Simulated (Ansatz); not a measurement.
Consider the ligand exchange at the Si–Se bond: `N=C(N)[Se][SiH3]` + `O=C(O)O` → `O=C(O)O[SiH3]` + `N=C(N)[SeH]`.

Computed with Ansatz on PBE0-D4/def2-TZVP structures; ΔE is electronic, products minus reactants. CCSD(T)/CBS is the MP2 limit (def2-TZVPP, def2-QZVPP) plus CCSD(T) − MP2 in def2-TZVPP, frozen cores. Functionals use def2-TZVPP. For Se outer-core shells are correlated without core-valence functions, which leaves a few kJ/mol of doubt a bond. Scalar relativity is left out up to krypton. One conformer a species, not always the lowest.

Problem. Is it downhill or uphill in electronic energy at CCSD(T)/CBS, and by how much? (An estimate is asked.)

Solution. The calculation gave: Downhill: ΔE = -18.0 kJ/mol.

Problem. What do these levels give: r2SCAN-D4, ωB97X-V, r2SCAN, CCSD/def2-TZVPP, HF/def2-QZVPP, HF/CBS(def2)? (Best estimate.)

Solution. Computed: r2SCAN-D4 -15.1, ωB97X-V -20.2, r2SCAN -15.9, CCSD/def2-TZVPP -24.6, HF/def2-QZVPP -38.0, HF/CBS(def2) -38.3 kJ/mol.

Largest T1 diagnostic among the species: 0.014.

The D4 term adds +4.5 kJ/mol with B3LYP and +2.6 kJ/mol with PBE0; it sums over pairs of atoms, weighted by their polarisabilities, and B3LYP, whose exchange is more repulsive, gets the larger term. In def2-TZVPP, CCSD(T) changes the Hartree–Fock value by +14.3 kJ/mol (the triples alone add +3.0 kJ/mol) and MP2 by +18.0 kJ/mol.

B3LYP here is the variant with VWN-RPA as its local correlation; programs differ in this.
